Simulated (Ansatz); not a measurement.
Z-matrix (Å, degrees):
```
Si
F 1 1.610
Si 1 2.354 2 106.1
O 1 1.643 2 109.4 3 120.1
Si 1 2.345 2 108.7 3 -124.7
H 3 1.488 1 109.5 2 -173.6
H 3 1.490 1 110.1 2 67.2
H 3 1.487 1 110.9 2 -53.4
H 4 0.959 1 118.7 2 -70.1
H 5 1.488 1 109.3 2 59.4
H 5 1.487 1 109.2 2 178.1
H 5 1.487 1 110.9 2 -61.2
```

Total charge 0; spin multiplicity 1.

(1) List the B3LYP/def2-TZVPP orbital energies in eV (Ansatz 0.2.0). (An estimate is asked.)

Answers

(1) Computed: Occupied: -1800.31, -1798.94, -1798.89, -671.41, -521.05, -144.66, -143.53, -143.49, -100.03, -99.98, -99.95, -98.84, -98.84, -98.84, -98.79, -98.79, -98.79, -32.35, -27.91, -16.28, -14.96, -14.63, -13.88, -12.24, -12.17, -11.13, -10.14, -9.94, -9.73, -9.70, -9.66, -9.30, -7.43. Lowest empty: -0.96, -0.57, 0.34, 0.47, 0.79, 1.06, 1.30, 1.54.

B3LYP here is the variant with VWN-RPA as its local correlation; programs differ in this.
